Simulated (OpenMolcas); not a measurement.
**neutral tantalum: effect of the active space**

```json
{"Program": "OpenMolcas 26.06", "Method": "XMS-CASPT2, IPEA 0.25 Eh, imaginary shift 0.1 Eh", "Basis": "ANO-RCC-VTZP", "Scalar Hamiltonian": "DKH2, point nucleus", "Spin-orbit coupling": "state interaction with AMFI integrals over the reference wave functions, term energies averaged over their components"}
```

A. 3 electrons in 5 orbitals (5d); 2S+1 = 4 even, 10 roots; 2S+1 = 2 even, 40 roots; closed shells correlated: 5s 5p 6s; CASPT2 step roughly 12 core-seconds
B. 5 electrons in 6 orbitals (5d 6s); 2S+1 = 4 even, 50 roots; 2S+1 = 6 even, 6 roots kept (CI in the orbitals of an earlier block); 2S+1 = 2 even, 98 roots kept (CI in the orbitals of an earlier block); closed shells correlated: 5s 5p; CASPT2 step roughly 2.9 core-minutes

Energies in cm⁻¹ above 5d³ 6s² ⁴F_3/2, the measured ground level; measured values from NIST Handbook of Basic Atomic Spectroscopic Data.

```csv
Level,A,B,Measured
5d³ 6s² ⁴F_3/2,0.0,0.0,0.0
5d³ 6s² ⁴F_5/2,2360,1860,2010
5d³ 6s² ⁴F_7/2,4550,3810,3964
5d³ 6s² ⁴F_9/2,6330,5560,5621
5d³ 6s² ⁴P_1/2 [66 %],8600,7190,6049
5d³ 6s² ²G_7/2,10760,11860,
5d³ 6s² ⁴P_5/2,11900,9890,9253
5d³ 6s² ²P_1/2 [66 %],13360,13200,
5d³ 6s² ²D_5/2(1),15600,14950,
5d³ 6s² ²H_11/2,16460,17550,
5d³ 6s² ²F_5/2,21220,20940,
5d³ 6s² ²F_7/2,21230,21030,
```

Deviations, from unrounded energies. A percentage is the sum of absolute deviations over the sum of measured energies, with the sign that they share, or ± where signs differ.

```
                        Against measurement  Levels      A      B
             mean absolute deviation (cm-1)       5   1400    430
      fine structure of the ground term (%)       3  +14.2   -3.1
other terms of the ground configuration (%)       2  +33.9  +11.6
```

B lies closest to measurement on these levels. The largest miss of B in the table is 5d³ 6s² ⁴P_1/2 [66 %], by +1100 cm-1. The ranking rests on the paired levels alone, and a cruder setting can come out closer through cancelling errors.

Between A and B the level of the table that moves most is 5d³ 6s² ⁴P_5/2, by 2000 cm-1 (lowest in B, highest in A). Moves below CASPT2's spread within the term are not significant.

Term energies are means over components that CASPT2 splits; among the terms shown or strongly mixed into the levels shown the widest spread is 1700 cm-1 (5d³ 6s² ²F, A). Over all roots computed the reference weight is 0.85 to 0.92 in B; the roots of lowest weight are the least certain, and an intruder state may touch them. Some terms miss by over 15 % even with CASPT2, which points to a basis or an active space too small for the shells correlated. The CASPT2 spread within a term exceeds the gap to the next term for 5d³ 6s² ⁴P and 5d³ 6s² ²G, 5d³ 6s² ²G and 5d³ 6s² ²P, 5d³ 6s² ²P and 5d³ 6s² ²D(1), so the order of their levels is uncertain, and so are names and mixing where such terms share a J (figures for A; the like holds for B). With the s shell closed, the reference lacks s² → p², s² → d² and s → d mixing, so excited terms can stand far too high and out of order, with CASPT2 too (holds for A). Terms from blocks run as CI alone lack orbitals of their own (holds for B). Configurations are named by rounded mean occupations; where the s occupation lies near a half they are strongly mixed, a name can repeat and a true partner stay unpaired (holds for B). Measured partners are found by configuration, term and J. A level has none where our copy of the source lacks it or the pairing is in doubt (some pairs that miss far off the trend of their configuration count as doubtful), and it then counts in no deviation. Only configurations of the active space appear. The table leaves out levels that lie high or whose names do not pair safely across all columns.

A share in square brackets marks a mixed level and gives the weight of the term that names it, the lowest over the columns. A number in round brackets counts repeated terms of one configuration in the order of the reference energies.
